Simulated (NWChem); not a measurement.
System: GaCl₃; SMILES [Cl][Ga]([Cl])[Cl]

The following NWChem deck was run.

```
start job
memory heap 200 mb stack 900 mb global 1100 mb
geometry units angstroms
  Ga     0.000003     0.000002    -0.000007
  Cl    -1.763124    -1.106035    -0.178468
  Cl     0.091474     1.947800    -0.749320
  Cl     1.671650    -0.841764     0.927789
end
basis spherical
  * library 6-31g*
end
dft
  xc hfexch
  iterations 150
end
driver
  maxiter 150
end
task dft optimize
```

Output (shortened):

```
             Northwest Computational Chemistry Package (NWChem) 7.3.0
             --------------------------------------------------------

 C3H symmetry detected

                             Geometry "geometry" -> ""
                             -------------------------

 Output coordinates in angstroms (scale by  1.889725989 to convert to a.u.)

  No.       Tag          Charge          X              Y              Z
 ---- ---------------- ---------- -------------- -------------- --------------
    1 Ga                  31.0000     0.00000000     0.00000000     0.00000000
    2 Cl                  17.0000    -2.00881198     0.57310246     0.00000000
    3 Cl                  17.0000     1.50072729     1.45313098     0.00000000
    4 Cl                  17.0000     0.50808470    -2.02623344     0.00000000

 Effective nuclear repulsion energy (a.u.)     527.3022580194

      Symmetry information
      --------------------

 Group name             C3h
 Group number             22
 Group order               6
 No. of unique centers     2

                                Z-matrix (autoz)
                                --------

 Units are Angstrom for bonds and degrees for angles

      Type          Name      I     J     K     L     M      Value
      ----------- --------  ----- ----- ----- ----- ----- ----------
    1 Stretch                  1     2                       2.08896
    2 Stretch                  1     3                       2.08896
    3 Stretch                  1     4                       2.08896
    4 Bend                     2     1     3               120.00000
    5 Bend                     2     1     4               120.00000
    6 Bend                     3     1     4               120.00000
    7 Torsion                  2     1     3     4        -180.00000
    8 Torsion                  2     1     4     3         180.00000
    9 Torsion                  3     1     2     4         180.00000
   10 Torsion                  2     4     1     3        -180.00000
   11 Torsion                  3     2     1     4        -180.00000
   12 Torsion                  2     3     1     4         180.00000

  xc_inp: hfexch multiplicative factor not found.

                           NWChem Geometry Optimization
                           ----------------------------

 maximum gradient threshold         (gmax) =   0.000450
 rms gradient threshold             (grms) =   0.000300
 maximum cartesian step threshold   (xmax) =   0.001800
 rms cartesian step threshold       (xrms) =   0.001200
 fixed trust radius                (trust) =   0.300000
 source of zmatrix                         =   autoz

          -------------------
          Energy Minimization
          -------------------

 Using diagonal initial Hessian
 Scaling for Hessian diagonals: bonds = 1.00  angles = 0.25  torsions = 0.10

          --------
          Step   0

                                 NWChem DFT Module
                                 -----------------

 Summary of "ao basis" -> "ao basis" (spherical)
 ------------------------------------------------------------------------------
       Tag                 Description            Shells   Functions and Types
 ---------------- ------------------------------  ------  ---------------------
 Ga                          6-31g*                 12       32   5s4p3d
 Cl                          6-31g*                  8       18   4s3p1d

      Symmetry analysis of basis
      --------------------------

        a'         21
        e'+        20
        e'-        20
        a"          9
        e"+         8
        e"-         8

  Rotation of axis

            General Information
            -------------------
          SCF calculation type: DFT
          Wavefunction type:  closed shell.
          No. of atoms     :     4
          No. of electrons :    82
           Alpha electrons :    41
            Beta electrons :    41
          Charge           :     0
          Spin multiplicity:     1
          Use of symmetry is: on ; symmetry adaption is: on
          Maximum number of iterations: 150
          AO basis - number of functions:    86
                     number of shells:    36
          Convergence on energy requested:  1.00D-06
          Convergence on density requested:  1.00D-05
          Convergence on gradient requested:  5.00D-04

              XC Information
              --------------
                     Hartree-Fock (Exact) Exchange  1.000

      Superposition of Atomic Density Guess
      -------------------------------------

 Sum of atomic energies:       -3301.29714646

      Non-variational initial energy
      ------------------------------

 Total energy =   -3302.033913
 1-e energy   =   -5641.610478
 2-e energy   =    1812.274307
 HOMO         =      -0.440112
 LUMO         =      -0.028421

      Symmetry analysis of molecular orbitals - initial
      -------------------------------------------------

  Numbering of irreducible representations:

     1 a'          2 e'+         3 e'-         4 a"          5 e"+
     6 e"-

  Orbital symmetries:

[...]

      ----------------------
      Optimization converged
      ----------------------

  Step       Energy      Delta E   Gmax     Grms     Xrms     Xmax
  ---- ---------------- -------- -------- -------- -------- --------
@    3   -3301.58572124 -3.7D-08  0.00000  0.00000  0.00014  0.00027
                                     ok       ok       ok       ok

                                Z-matrix (autoz)
                                --------

 Units are Angstrom for bonds and degrees for angles

      Type          Name      I     J     K     L     M      Value     Gradient
      ----------- --------  ----- ----- ----- ----- ----- ---------- ----------
    1 Stretch                  1     2                       2.12636   -0.00000
    2 Stretch                  1     3                       2.12636   -0.00000
    3 Stretch                  1     4                       2.12636   -0.00000
    4 Bend                     2     1     3               120.00000   -0.00000
    5 Bend                     2     1     4               120.00000    0.00000
    6 Bend                     3     1     4               120.00000    0.00000
    7 Torsion                  2     1     3     4         180.00000    0.00000
    8 Torsion                  2     1     4     3         180.00000    0.00000
    9 Torsion                  3     1     2     4         180.00000    0.00000
   10 Torsion                  2     4     1     3         180.00000    0.00000
   11 Torsion                  3     2     1     4         180.00000    0.00000
   12 Torsion                  2     3     1     4         180.00000    0.00000

                         Geometry "geometry" -> "geometry"
                         ---------------------------------

 Output coordinates in angstroms (scale by  1.889725989 to convert to a.u.)

  No.       Tag          Charge          X              Y              Z
 ---- ---------------- ---------- -------------- -------------- --------------
    1 Ga                  31.0000     0.00000000     0.00000000     0.00000000
    2 Cl                  17.0000    -2.04476927     0.58336087     0.00000000
    3 Cl                  17.0000     1.52758997     1.47914170     0.00000000
    4 Cl                  17.0000     0.51717930    -2.06250257     0.00000000

 Effective nuclear repulsion energy (a.u.)     518.0296431580

      Symmetry information
      --------------------

 Group name             C3h
 Group number             22
 Group order               6
 No. of unique centers     2

                Final and change from initial internal coordinates
                --------------------------------------------------

                                Z-matrix (autoz)
                                --------

 Units are Angstrom for bonds and degrees for angles

      Type          Name      I     J     K     L     M      Value       Change
      ----------- --------  ----- ----- ----- ----- ----- ---------- ----------
    1 Stretch                  1     2                       2.12636    0.03739
    2 Stretch                  1     3                       2.12636    0.03739
    3 Stretch                  1     4                       2.12636    0.03739
    4 Bend                     2     1     3               120.00000   -0.00000
    5 Bend                     2     1     4               120.00000    0.00000
    6 Bend                     3     1     4               120.00000    0.00000
    7 Torsion                  2     1     3     4         180.00000    0.00000
    8 Torsion                  2     1     4     3         180.00000    0.00000
    9 Torsion                  3     1     2     4         180.00000    0.00000
   10 Torsion                  2     4     1     3         180.00000    0.00000
   11 Torsion                  3     2     1     4         180.00000    0.00000
   12 Torsion                  2     3     1     4         180.00000    0.00000

 ==============================================================================
                                internuclear distances
 ------------------------------------------------------------------------------
       center one      |      center two      | atomic units |  angstroms
 ------------------------------------------------------------------------------
    2 Cl               |   1 Ga               |     4.01823  |     2.12636
    3 Cl               |   1 Ga               |     4.01823  |     2.12636
    4 Cl               |   1 Ga               |     4.01823  |     2.12636
 ------------------------------------------------------------------------------
                         number of included internuclear distances:          3
 ==============================================================================
```

Level: Hartree-Fock/6-31G* (spherical d).
